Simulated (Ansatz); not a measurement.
Hg₂Br₄⁻. Total charge -1; doublet. Geometry r2SCAN-D4/def2-SVPD; atoms count from 1.

Cartesian coordinates in Å:
```
Hg -1.619 0.143 -0.950
Hg 1.885 -0.159 0.960
Br -3.780 0.432 -2.253
Br -0.216 -2.036 -0.642
Br 4.090 -0.423 2.532
Br -0.360 2.043 0.352
```

In the def2 sets Hg takes a core potential; there is no spin–orbit coupling. Another isomer (doublet) lies 0.03 eV lower at PBE0-D4/def2-SVP; other spin states weren't run for this one.

Estimate the Mulliken populations from the PBE0/def2-SVP orbitals of Ansatz.


```
atom  charge (e)  spin (α − β)  d electrons
 Hg1        0.50         -0.01         9.99
 Hg2        0.16          0.51        10.00
 Br3       -0.43          0.00            –
 Br4       -0.39          0.07            –
 Br5       -0.44          0.35            –
 Br6       -0.39          0.08            –
```
Mulliken values depend strongly on the basis.

Where does the spin sit?

Summed by element: Hg 0.50, Br 0.50, of 1 unpaired in all. Largest on single atoms: Hg2 0.51, Br5 0.35, Br6 0.08.

And the Mayer bond orders between heavy atoms (over 0.3)?

Hg1–Br3 0.80 (2.54 Å); Hg1–Br4 0.66 (2.61 Å); Hg1–Br6 0.65 (2.62 Å); Hg2–Br5 0.72 (2.72 Å).
